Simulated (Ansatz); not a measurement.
Z-matrix (Å, degrees):
```
Sn
S 1 2.418
Cl 1 2.346 2 108.2
Cl 1 2.338 2 105.9 3 -115.1
H 2 1.346 1 91.2 3 -42.2
```

The species carries charge 0 and has multiplicity 2. Sn: def2 effective core potential.

Q: List the r2SCAN/def2-TZVPP orbital energies in eV (Ansatz). (Best estimate.)

A: The calculation gave: α occupied: -2753.49, -2753.48, -2410.05, -254.84, -254.83, -214.45, -193.41, -193.40, -193.25, -193.24, -193.24, -193.23, -158.53, -158.49, -158.32, -138.69, -93.52, -93.49, -93.46, -27.98, -27.94, -27.86, -27.82, -27.80, -21.40, -20.99, -19.51, -13.19, -11.11, -9.94, -9.50, -8.93, -8.38, -8.36, -8.21, -7.44, -6.48. α empty: -1.68, -1.36, -0.99, -0.38, 2.61, 2.69, 2.72, 3.49. β occupied: -2753.45, -2753.44, -2410.00, -254.83, -254.81, -214.42, -193.35, -193.33, -193.22, -193.22, -193.21, -193.21, -158.47, -158.40, -158.28, -138.65, -93.46, -93.45, -93.44, -27.89, -27.85, -27.75, -27.73, -27.72, -21.22, -20.80, -19.22, -12.83, -10.97, -9.71, -9.23, -8.71, -8.26, -8.21, -8.14, -7.27. β empty: -5.22, -1.35, -0.96, -0.49, -0.23, 2.52, 2.64, 2.68. ⟨S²⟩ = 0.756.
